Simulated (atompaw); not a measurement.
# I: one change to a PAW (atompaw) potential, before and after

* Element: iodine
* Generator: atompaw 4.2.0.5
* Type: PAW
* Functional: PBE
* Relativity: scalar-relativistic
* Frozen core: [Kr]
* Valence charge: 17
* Reference configuration: 4d10 5s2 5p4.75 (charge +0.25)
* Partial waves: 5s (bound): rc 2.20 bohr; 5s channel at 3.4 Ry: rc 2.20 bohr; 5p (bound): rc 2.20 bohr; 5p channel at 2.9 Ry: rc 2.20 bohr; 4d (bound): rc 2.20 bohr; 4d channel at -0.05 Ry: rc 2.20 bohr
* Local potential: bessel scheme, radius 1.55 bohr
* Core correction: smooth core density matched at 1.95 bohr
* Augmentation charge: sinc compensation charge, radius 2.05 bohr; PAW radius 2.20 bohr; waves and projectors: custom rrkj vanderbiltortho

Change: wave 5p (bound): rc 2.20 bohr becomes 5p (bound): rc 1.56 bohr.

Cutoffs: the cutoffs (Ry, on a coarse ladder) from which the occupation-weighted sum of valence levels, in a spherical-Bessel basis at the reference potential, stays within 10 and 1 mRy of its value at 400 Ry; they do not see the model core or the augmentation charge, which bear on the density cutoff.

Task: What does the change do?

Result: The potential gets harder (21 Ry and 35 Ry → 25 Ry and 45 Ry); neither file shows a bound ghost.

```tsv
quantity	base	changed
cutoff, loose	21 Ry	25 Ry
cutoff, tight	35 Ry	45 Ry
loose cutoff by channel (10 mRy a level)	s 6 Ry, p 6 Ry, d 18 Ry	s 6 Ry, p 18 Ry, d 18 Ry
bound ghosts	none	none
s: phases at 2.21 bohr within 0.05 rad from the reference energy up to (Ry; the scan ends near 5)	to the end of the scan	to the end of the scan
p: phases at 2.21 bohr within 0.05 rad from the reference energy up to (Ry; the scan ends near 5)	to the end of the scan	to the end of the scan
d: phases at 2.21 bohr within 0.05 rad from the reference energy up to (Ry; the scan ends near 5)	0.9	0.9
lowest overlap eigenvalue by channel	s 0.55, p 0.54, d 0.88	s 0.55, p 0.13, d 0.88
```

 The cutoffs see the waves, projectors and local potential, not the compensation charge or the core.
